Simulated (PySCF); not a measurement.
Si(F)(Me)2(NH2) (C2H8FNSi), SMILES C[Si](N)(C)F.

Geometry: PBE-D3(BJ)/def2-SVP. The structure was generated by enumeration, and PubChem lists no compound with its InChIKey, so it may never have been made. The values are those of a single conformer.

These are PySCF with PBE-D3(BJ)/def2-SVP values and carry that method's errors.

Frequencies are harmonic and unscaled.

Computed harmonic wavenumbers and intensities:
```tsv
mode	ν (cm⁻¹)	IR (km/mol)	moving atoms (share of kinetic energy)
1	127	0.0	H 99 %
2	140	0.2	H 97 %
3	179	1.6	C 43 %, H 36 %, F 11 %
4	183	5.5	H 43 %, C 23 %, F 19 %, N 15 %
5	245	1.5	H 33 %, Si 20 %, C 18 %, F 16 %, N 13 %
6	271	0.6	H 48 %, F 23 %, C 16 %, Si 12 %
7	289	31.8	H 31 %, F 29 %, Si 19 %, N 14 %
8	300	31.5	H 63 %, N 17 %, C 8 %
9	432	160.6	H 63 %, N 32 %
10	619	1.3	C 56 %, H 21 %, N 10 %, F 10 %
11	663	1.2	H 80 %, C 18 %
12	700	8.7	H 56 %, C 29 %, Si 12 %
13	749	17.4	H 63 %, C 25 %, Si 10 %
14	753	6.0	H 47 %, F 30 %, C 17 %
15	765	2.7	H 56 %, N 23 %, C 18 %
16	862	157.9	Si 38 %, H 30 %, F 14 %, C 12 %
17	868	146.1	H 55 %, Si 26 %, N 11 %, C 8 %
18	906	188.1	Si 47 %, H 19 %, N 19 %, F 10 %
19	1223	49.9	H 76 %, C 24 %
20	1226	24.1	H 78 %, C 22 %
21	1377	0.0	H 96 %
22	1380	1.4	H 96 %
23	1386	2.4	H 96 %
24	1389	8.9	H 96 %
25	1498	45.0	H 89 %, N 10 %
26	2979	2.8	H 97 %
27	2980	0.3	H 97 %
28	3075	5.9	H 91 %, C 9 %
29	3075	3.2	H 91 %, C 9 %
30	3083	0.1	H 91 %, C 9 %
31	3084	7.4	H 91 %, C 9 %
32	3486	14.9	H 96 %
33	3579	17.4	H 91 %, N 9 %
```
